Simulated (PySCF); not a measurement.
Correlation energy of Ge (germanium, neutral)

[Ar] 3d10 4s2 4p1 4d1, one real determinant (an excited configuration). Calculation: PySCF 2.14, in aug-cc-pVQZ-PP with ECP10MDF (7s6p5d3f2g, 89 functions); a scalar-relativistic core potential. Frozen: 3s2 3p6 3d10; 4 electrons correlated.

```csv
level,correlation energy (mhartree)
CCSD,-67.29
(T),-5.11
CCSD(T),-72.40
```

Diagnostics: T1 = 0.050, D1 = 0.1387, largest double amplitude 0.254.

Is a single reference adequate?

Not fully. The real determinant used has ⟨L²⟩ near 8 against 12 for a pure F term, so it mixes terms. The outer electron is Rydberg-like, and this basis confines it to a smaller radius and binds it less than a complete one would. T1 exceeds 0.03, a sign that the reference determinant is poor. A double-excitation amplitude exceeds 0.15, a sign of near-degeneracy.

The reference is one real determinant that mixes LS terms of this configuration.
